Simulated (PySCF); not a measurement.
Field gradients from PBE0/pcSseg-1 densities (PySCF, non-relativistic) at GFN2-xTB geometries, isolated species, one conformer each; χzz is the principal value of largest magnitude, with Q(14N) = 0.02044 b, Q(17O) = −0.0256 b, Q(33S) = −0.0678 b. GFN2-xTB bond lengths can be off by several hundredths of an ångström, more for odd bonds, and the gradients follow them. With so small a basis the couplings can be 20 % off.

(1) These 14N couplings (χzz in MHz, η) are listed in rising order: (-6.257, 0.18); (-5.854, 0.28); (-5.364, 0.40); (-4.837, 0.37); (-4.579, 0.23); (-2.497, 0.16). Assign them to: N1 (nitrile nitrogen) in `[N:1]#[C:2][c:3]1[cH:4][cH:5][cH:6][c:7]([SH:8])[c:9]1[NH2:10]`; the pyridine-type nitrogen of `C[S@@](=O)c1cncnc1`; N2 (silicon-bound nitrogen) in `[CH3:1][NH:2][Si@H:3]([CH2:4][SiH2:5][C:6]#[N:7])[SiH2:8][NH2:9]`; the pyrrole-type nitrogen of `[CH2-]S(=O)(=O)Cn1cccc1`; N6 (pyridine-type nitrogen) in `[CH:1]#[C:2][c:3]1[cH:4][n:5][n:6][cH:7][c:8]1[S:9][CH3:10]`; the nitrogen bonded to 2 C and P of `CCN(C)[PH-]`.

(2) Rank these 17O sites by the size of the quadrupole coupling, smallest first.
A. The sulfonyl oxygen of `[CH2-]S(=O)(=O)Cn1cccc1`
B. O9 (siloxane oxygen) in `[CH3:1][CH2:2][Si@@H:3]1[O:4][SiH2:5][O:6][Si@H:7]([NH2:8])[O:9]1`
C. The sulfinyl oxygen of `C[S@@](=O)c1cncnc1`
D. O6 (siloxane oxygen) in `[CH3:1][NH:2][Si@@H:3]1[O:4][SiH2:5][O:6][Si@H:7]([CH3:8])[O:9]1`
E. The epoxide oxygen of `N#C[C@@]1(F)O[C@H]1C(F)F`
F. O2 (siloxane oxygen) in `[SiH3:1][O:2][SiH2:3][NH:4][SiH:5]1[O:6][CH2:7][CH2:8][O:9]1`

(3) These 33S couplings (χzz in MHz, η) are listed in rising order: (10.78, 0.52); (33.00, 0.12); (41.93, 0.82); (44.04, 0.66). Assign them to: the sulfinyl sulfur of `C[S@@](=O)c1cncnc1`; the thiol sulfur of `N#Cc1cccc(S)c1N`; the sulfide sulfur of `C#Cc1cnncc1SC`; the sulfonyl sulfur of `[CH2-]S(=O)(=O)Cn1cccc1`.

Results:

(1) -6.257 MHz, η 0.18: N6 (pyridine-type nitrogen) in `[CH:1]#[C:2][c:3]1[cH:4][n:5][n:6][cH:7][c:8]1[S:9][CH3:10]`; -5.854 MHz, η 0.28: the nitrogen bonded to 2 C and P of `CCN(C)[PH-]`; -5.364 MHz, η 0.40: the pyridine-type nitrogen of `C[S@@](=O)c1cncnc1`; -4.837 MHz, η 0.37: N2 (silicon-bound nitrogen) in `[CH3:1][NH:2][Si@H:3]([CH2:4][SiH2:5][C:6]#[N:7])[SiH2:8][NH2:9]`; -4.579 MHz, η 0.23: N1 (nitrile nitrogen) in `[N:1]#[C:2][c:3]1[cH:4][cH:5][cH:6][c:7]([SH:8])[c:9]1[NH2:10]`; -2.497 MHz, η 0.16: the pyrrole-type nitrogen of `[CH2-]S(=O)(=O)Cn1cccc1`.

(2) B (5.088 MHz), D (5.311 MHz), F (6.606 MHz), A (8.617 MHz), C (10.23 MHz), E (12.41 MHz).

(3) 10.78 MHz, η 0.52: the sulfonyl sulfur of `[CH2-]S(=O)(=O)Cn1cccc1`; 33.00 MHz, η 0.12: the sulfinyl sulfur of `C[S@@](=O)c1cncnc1`; 41.93 MHz, η 0.82: the sulfide sulfur of `C#Cc1cnncc1SC`; 44.04 MHz, η 0.66: the thiol sulfur of `N#Cc1cccc(S)c1N`.

All sites together:

```
nucleus                                                                                             site  Vzz (au)     η  χzz (MHz)
    14N          N1 (nitrile nitrogen) in [N:1]#[C:2][c:3]1[cH:4][cH:5][cH:6][c:7]([SH:8])[c:9]1[NH2:10]    -0.954  0.23     -4.579
    14N                                                 the pyridine-type nitrogen of C[S@@](=O)c1cncnc1    -1.117  0.40     -5.364
    14N  N2 (silicon-bound nitrogen) in [CH3:1][NH:2][Si@H:3]([CH2:4][SiH2:5][C:6]#[N:7])[SiH2:8][NH2:9]    -1.007  0.37     -4.837
    14N                                             the pyrrole-type nitrogen of [CH2-]S(=O)(=O)Cn1cccc1    -0.520  0.16     -2.497
    14N       N6 (pyridine-type nitrogen) in [CH:1]#[C:2][c:3]1[cH:4][n:5][n:6][cH:7][c:8]1[S:9][CH3:10]    -1.303  0.18     -6.257
    14N                                                  the nitrogen bonded to 2 C and P of CCN(C)[PH-]    -1.219  0.28     -5.854
    17O                                                   the epoxide oxygen of N#C[C@@]1(F)O[C@H]1C(F)F    -2.064  0.01      12.41
    17O         O6 (siloxane oxygen) in [CH3:1][NH:2][Si@@H:3]1[O:4][SiH2:5][O:6][Si@H:7]([CH3:8])[O:9]1     0.883  0.52     -5.311
    17O                                                        the sulfinyl oxygen of C[S@@](=O)c1cncnc1     1.700  0.37     -10.23
    17O        O9 (siloxane oxygen) in [CH3:1][CH2:2][Si@@H:3]1[O:4][SiH2:5][O:6][Si@H:7]([NH2:8])[O:9]1     0.846  0.59     -5.088
    17O                                                   the sulfonyl oxygen of [CH2-]S(=O)(=O)Cn1cccc1     1.433  0.22     -8.617
    17O             O2 (siloxane oxygen) in [SiH3:1][O:2][SiH2:3][NH:4][SiH:5]1[O:6][CH2:7][CH2:8][O:9]1     1.098  0.18     -6.606
    33S                                                        the sulfinyl sulfur of C[S@@](=O)c1cncnc1    -2.071  0.12      33.00
    33S                                                              the thiol sulfur of N#Cc1cccc(S)c1N    -2.764  0.66      44.04
    33S                                                              the sulfide sulfur of C#Cc1cnncc1SC    -2.632  0.82      41.93
    33S                                                   the sulfonyl sulfur of [CH2-]S(=O)(=O)Cn1cccc1    -0.677  0.52      10.78
```
